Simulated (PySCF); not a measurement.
C7H5F3, SMILES FC(F)(F)c1ccccc1 (GFN2-xTB optimised geometry):

```
15

F     -1.615    -2.216    -1.296
C     -1.352    -1.818    -0.034
F     -0.673    -2.824     0.538
F     -2.539    -1.757     0.590
C     -0.607    -0.514     0.000
C     -1.317     0.680    -0.008
C     -0.628     1.879    -0.008
C      0.757     1.886    -0.004
C      1.460     0.692     0.000
C      0.782    -0.514     0.000
H     -2.396     0.663    -0.010
H     -1.175     2.809    -0.012
H      1.291     2.824    -0.004
H      2.539     0.698     0.003
H      1.320    -1.449     0.005
```

Method: B3LYP/def2-TZVP run with PySCF.

Question: What are the frontier orbital energies and the dipole moment?

Answer: HOMO-2 -10.05 eV, HOMO-1 -7.70 eV, HOMO -7.65 eV, LUMO -1.18 eV, LUMO+1 -0.90 eV; dipole moment 2.95 D.

Meta-Löwdin charges at B3LYP/def2-TZVP: F1 -0.28, C2 0.78, F3 -0.28, F4 -0.28, C5 -0.04, C6 -0.11, C7 -0.11, C8 -0.10, C9 -0.11, C10 -0.11, H11 0.13, H12 0.12, H13 0.12, H14 0.12, H15 0.13.
